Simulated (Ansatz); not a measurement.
A made-up structure of GeSiH₄O, singlet:

```tsv
atom	x (Å)	y (Å)	z (Å)
O1	-0.8066	-0.5236	0.7376
Si2	0.8578	0.3714	0.6720
Ge3	-0.6597	-0.2390	-0.8819
H4	-0.4717	-1.4410	-1.7764
H5	-1.6324	0.7374	-1.4988
H6	0.7643	1.5618	1.4404
H7	1.8610	-0.4970	1.1778
```

It is relaxed with PBE-D4/def2-SVP and then PBE0-D4/def2-TZVP (Ansatz 0.2.0). Atoms count as bonded within 1.22 times the sum of their covalent radii (H–H: 0.88 Å). The end point is not checked to be a true minimum.

(1) Does its bonding change? (Judge from chemistry; the calculation decides.)

Results:

(1) The calculation gives: No: no bond forms or breaks.

Where it ends: The first stage lowers the energy by 0.96 eV in 7 steps. It ends as GeSiH₄O ([O]1[SiH2][GeH2]1):
O1  (-0.741, -0.498, 0.815)
Si2  (0.715, 0.280, 0.794)
Ge3  (-0.536, -0.154, -1.033)
H4  (-0.513, -1.493, -1.783)
H5  (-1.699, 0.733, -1.500)
H6  (0.772, 1.622, 1.425)
H7  (1.913, -0.519, 1.152)
(Å)

Labels in which every atom is bracketed show which atoms are joined, not bond orders.

For scale, one of the runs: PBE0-D4/def2-TZVP relaxation, 140 basis functions, launched by `ansatz run in.yaml --threads 2 --pin off --events-out ev --progress --plain --max-ram 4352MiB`. The run took about 23 s on 2 CPU threads of an Arm Neoverse V1 (shared host).
